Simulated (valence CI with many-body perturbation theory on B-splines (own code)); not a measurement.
Se²⁰⁺: electric-dipole lines

Computed by configuration interaction combined with many-body perturbation theory (CI+MBPT): four valence electrons over a frozen Dirac-Fock core [Ne], radial functions for each j: 11 s, 11 p, 10 d, 8 f, 5 g, 2 h, with the one-electron correlation potential Σ1 (screened to all orders), the two-electron term Σ2, the three-electron term Σ3, Breit, model QED; selected single and double excitations, second order for the rest, scaled by the run's own slope (own B-spline code, finite nucleus).

No measured spectrum was set against this ion. As an estimate, levels of excited configurations hold to 0.05 to 0.15 % of their energy, terms of the ground configuration to about 0.5 %. Among the levels kept, up to 790 cm⁻¹ of a level comes from second order outside the variational space, and about a tenth of that is noise between levels of different J, which matters for small intervals.

Lines 101 to 150 of 573 in falling wavelength, among levels below 1970900 cm⁻¹, chosen from the strongest by gf and those to the six lowest levels. Wavelengths and rates use the calculated energies, so an error of 300 cm⁻¹ moves a line at 17.88 nm by 0.054 % and its rate by three times that or more. Electric multipoles are in the length gauge, E1 and E2 with the static RPA response of the core. Weak lines are less certain than strong ones. Lines between different terms over intervals too small for the method are left out, as are lines whose strength nearly cancels. Where a level lies close to another of its J and parity, the split of strength between their lines is uncertain. The highest levels of a list are the least certain.

Names give the largest LS component (configuration and term), which can be under half, so a name can repeat, a term be missing and a line seem to break the LS rules; names also repeat where a configuration has a term twice. Letters in brackets count levels of one name in rising energy.

```
λ vac (nm)              Upper              Lower   A (s⁻¹)  log gf  Branch %
     17.88    3p³3d ³F°_4 [b]   3s3p²3d ¹F_3 [a]  3.21e+09   -0.86       5.7
     17.88        3p³3d ³G°_4   3s3p²3d ³F_3 [a]  2.39e+09   -0.99      10.9
     17.87   3s3p²3d ³D_3 [b]  3s²3p3d ³P°_2 [a]  8.65e+09   -0.54      16.8
     17.84      3s²3p3d ³F°_2        3s²3p² ¹D_2  2.44e+09   -1.23      38.4
     17.72    3p³3d ³F°_3 [b]   3s3p²3d ³D_2 [a]  7.80e+09   -0.59      15.7
     17.71        3s3p³ ¹P°_1        3s²3p² ¹S_0  7.79e+09   -0.96       9.0
     17.71        3p³3d ³G°_3   3s3p²3d ³F_2 [a]  5.60e+09   -0.73      28.7
     17.67        3p³3d ⁵D°_0       3s3p²3d ⁵D_1  2.05e+10   -1.02      36.7
     17.66        3p³3d ⁵D°_2       3s3p²3d ⁵D_3  1.12e+10   -0.58      23.6
     17.65   3s3p²3d ³F_3 [c]  3s²3p3d ³P°_2 [a]  1.17e+10   -0.42      12.1
     17.62    3p³3d ³F°_4 [b]       3s3p²3d ³G_5  8.20e+09   -0.46      14.5
     17.61   3s3p²3d ³D_3 [d]  3s²3p3d ³P°_2 [b]  1.36e+10   -0.35      11.4
     17.54    3p³3d ³F°_2 [b]       3s3p²3d ³G_3  1.02e+10   -0.63      22.9
     17.44        3p³3d ⁵D°_4       3s3p²3d ⁵F_4  6.35e+09   -0.58      13.5
     17.44  3s3p3d² ⁵D°_4 [a]       3s3p²3d ³G_5  5.22e+09   -0.67       7.3
     17.42      3s3p3d² ³G°_5   3s3p²3d ³F_4 [c]  1.13e+10   -0.25      15.2
     17.42   3s3p²3d ³F_3 [b]      3s²3p3d ³F°_3  3.61e+09   -0.94       4.0
     17.41  3s3p3d² ⁵D°_3 [b]   3s3p²3d ³F_4 [b]  4.05e+09   -0.89       3.5
     17.39   3s3p²3d ³D_2 [e]  3s²3p3d ³P°_2 [b]  5.25e+09   -0.92       4.5
     17.39    3p³3d ³F°_4 [a]       3s3p²3d ⁵F_5  1.04e+10   -0.37      33.5
     17.38    3p³3d ³F°_4 [b]   3s3p²3d ³D_3 [a]  3.17e+09   -0.89       5.6
     17.36    3p³3d ³F°_3 [a]       3s3p²3d ⁵F_3  4.08e+09   -0.89      11.6
     17.29    3p³3d ³P°_0 [b]   3s3p²3d ³D_1 [a]  2.17e+10   -1.01      17.7
     17.28   3s3p²3d ¹D_2 [b]  3s²3p3d ³P°_2 [b]  1.44e+10   -0.49      14.4
     17.26   3s3p²3d ³D_3 [d]      3s²3p3d ³D°_3  2.16e+10   -0.17      18.1
     17.24    3p³3d ¹F°_3 [b]   3s3p²3d ³F_4 [b]  1.02e+10   -0.50       9.9
     17.24   3s3p²3d ³D_2 [b]      3s²3p3d ³F°_2  4.28e+09   -1.02       4.8
     17.18  3s3p3d² ³G°_3 [a]   3s3p²3d ³F_2 [b]  1.37e+10   -0.37      15.0
     17.16      3s3p3d² ³H°_5   3s3p²3d ³F_4 [b]  2.41e+09   -0.93       4.9
     17.16    3p³3d ¹F°_3 [a]   3s3p²3d ³F_3 [b]  3.76e+09   -0.94       5.7
     17.12   3s3p²3d ³D_2 [e]      3s²3p3d ³P°_1  8.24e+09   -0.74       7.1
     17.11      3s²3p3d ³F°_3        3s²3p² ¹D_2  3.92e+06   -3.92       0.1
     17.10  3s3p3d² ⁵D°_3 [a]       3s3p²3d ¹G_4  3.29e+09   -1.00       3.9
     17.08        3p³3d ⁵D°_3       3s3p²3d ⁵D_2  4.53e+09   -0.86       8.6
     17.08    3p³3d ³D°_2 [c]   3s3p²3d ³D_3 [b]  8.72e+09   -0.72       6.5
     17.05   3s3p²3d ³D_2 [e]      3s²3p3d ³D°_3  5.04e+09   -0.96       4.3
     17.01   3s3p²3d ¹D_2 [b]      3s²3p3d ³P°_1  1.06e+10   -0.64      10.6
     17.00  3s3p3d² ⁵F°_3 [b]   3s3p²3d ³D_3 [a]  6.05e+09   -0.74       5.5
     16.94   3s3p²3d ¹D_2 [b]      3s²3p3d ³D°_3  4.86e+09   -0.98       4.8
     16.94    3p³3d ³P°_2 [a]   3s3p²3d ³P_2 [a]  4.69e+09   -1.00       4.4
     16.93      3s²3p3d ³D°_1        3s²3p² ¹S_0  1.78e+07   -3.64       0.0
     16.89   3s3p²3d ³D_1 [d]      3s²3p3d ³P°_1  1.83e+10   -0.63      14.3
     16.86  3s3p3d² ³G°_3 [a]   3s3p²3d ³D_2 [d]  1.39e+10   -0.38      15.2
     16.85        3s3p³ ³P°_1        3s²3p² ³P_0  2.78e+09   -1.45      23.4
     16.84       3s3p²3d ³G_3      3s²3p3d ¹D°_2  5.73e+09   -0.77      24.4
     16.82  3s3p3d² ³G°_4 [a]   3s3p²3d ³F_3 [c]  8.68e+09   -0.48      10.8
     16.80    3p³3d ³D°_1 [c]   3s3p²3d ³P_1 [b]  7.89e+09   -1.00       5.6
     16.74        3p³3d ⁵D°_4       3s3p²3d ⁵F_3  2.81e+09   -0.97       6.0
     16.74      3s3p3d² ³D°_3   3s3p²3d ³D_2 [d]  7.05e+09   -0.68       7.9
     16.73   3s3p²3d ¹F_3 [b]      3s²3p3d ¹F°_3  5.35e+10    0.20      28.4
```
